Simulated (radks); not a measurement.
Values are calculated unless marked as measured or tabulated.
The nuclear charge of the iridium ion Ir+ is varied continuously with 76 electrons held in [Xe] 4f14 5d7 6s1. Level of theory: scalar-relativistic Kohn-Sham, LDA (Slater exchange, Perdew-Wang correlation), spin-unpolarised, spherical densities, finite nucleus; Fermi nuclear charge, rms radius 5.4032 fm (a radial shooting solver on a logarithmic mesh with Libxc functionals). By the Hellmann-Feynman theorem dE/dZ = E(electron-nucleus)/Z, the electronic potential at the nucleus (averaged over a nucleus of fixed radius). The scalar-relativistic energy here is not variational (the density holds large components alone), so the two differ by a part that grows with Z.

\begin{tabular}{lrrrrr}
Z & E (hartree) & E(electron-nucleus)/Z (hartree) & HOMO & e(HOMO) (eV) & <r> HOMO (bohr) \\ \hline
76 & -17240.8964 & -562.322 & 5d & -4.928 & 1.898 \\
76.25 & -17382.9992 & -565.182 & 5d & -7.321 & 1.830 \\
76.5 & -17525.8318 & -568.043 & 6s & -9.552 & 2.854 \\
76.75 & -17669.3947 & -570.906 & 6s & -11.671 & 2.767 \\
77 & -17813.6886 & -573.772 & 6s & -13.903 & 2.687 \\
77.25 & -17958.7144 & -576.640 & 6s & -16.241 & 2.613 \\
77.5 & -18104.4730 & -579.512 & 6s & -18.682 & 2.546 \\
77.75 & -18250.9654 & -582.387 & 6s & -21.219 & 2.484 \\
78 & -18398.1928 & -585.266 & 6s & -23.849 & 2.426 \\
\end{tabular}

The central difference of E at Z = 77 is -578.639 hartree, to compare with the third column; the second derivative is -11.7 hartree.
